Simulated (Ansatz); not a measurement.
Process, species as SMILES: CO[Si](N)(OC)OC + 3 O (H2O) + 3 [SiH4] (SiH4) -> 3 CO (CH4O) [methanol] + N[SiH3] + 3 O[SiH3] [hydroxysilane]
Structures are relaxed separately at B3LYP-D3(BJ)/def2-TZVP in Ansatz (a program for electronic structure), one conformer each, not searched for the lowest.

Quantity: bond separation energy (electronic energy difference), in eV. Correlated levels leave the core frozen unless marked. No spin-orbit coupling. Non-relativistic. CBS(X,Y): correlation extrapolated as X^-3; Hartree-Fock from the larger set. [CCSD(T)-MP2]/basis is that difference in the basis named.

| level | program | bond separation energy (eV) | minus last row |
|---|---|---|---|
| HF/6-31G | Ansatz | 1.45 | 0.36 |
| revPBE-D3(BJ)/def2-TZVPD | Ansatz + dftd3 | 1.05 | -0.04 |
| r2SCAN-D3(BJ)/def2-TZVPD | Ansatz + dftd3 | 1.13 | 0.04 |
| PBE0/def2-SVP | Ansatz | 0.96 | -0.13 |
| BHLYP-D3(BJ)/def2-TZVPD | Ansatz + dftd3 | 1.10 | 0.01 |
| BHLYP/def2-TZVPD | Ansatz | 0.90 | -0.19 |
| HSE06-D3(BJ)/def2-TZVPD | Ansatz + dftd3 | 1.07 | -0.02 |
| LC-wPBE-D3(BJ)/def2-TZVPD | Ansatz + dftd3 | 1.13 | 0.04 |
| B2GP-PLYP-D4/def2-TZVPD | Ansatz + dftd4 | 1.10 | 0.01 |
| B2PLYP-D3(BJ)/def2-TZVPD | Ansatz + dftd3 | 1.09 | 0.00 |
| RI-MP2/aug-cc-pV(T+d)Z | Ansatz | 1.14 | 0.05 |
| SCS-MP2/6-31G* | Ansatz | 1.19 | 0.10 |
| CCSD/aug-cc-pV(D+d)Z | Ansatz | 1.22 | 0.13 |
| CCSD/cc-pV(D+d)Z | Ansatz | 1.10 | 0.01 |
| RI-MP2/CBS(cc-pV(T+d)Z,cc-pV(Q+d)Z)+[CCSD(T)-MP2]/cc-pV(T+d)Z | Ansatz | 1.09 | 0.00 |
